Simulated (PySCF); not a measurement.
**P⁺: ionisation energy**

P⁺ [Ne] 3s2 3p2 (3P) → P²⁺ [Ne] 3s2 3p1 (2P), as a difference of total energies. Computed with PySCF 2.14 in aug-cc-pVQZ-DK (7s6p4d3f2g, 84 functions), with scalar relativity by spin-free X2C-1e. Correlated levels: valence: [Ne] frozen. The calculations carry no spin-orbit coupling.

```csv
method,ionisation energy (eV),plus first-order spin-orbit estimate,difference from reference of that sum (eV)
UHF,19.157,19.150,-0.619
MP2 (valence),19.642,19.636,-0.133
SCS-MP2 (valence),19.552,19.545,-0.224
CCSD (valence),19.666,19.660,-0.109
CCSD(T) (valence),19.707,19.701,-0.068
```

Reference: 19.769 eV (semi-empirical (NIST evaluation); NIST Atomic Spectra Database, ionization energies).

A first-order spin-orbit estimate (lowest level to lowest level, LS coupling) adds -0.006 eV.

Errors of the correlated levels include the incompleteness of this basis and the frozen core.
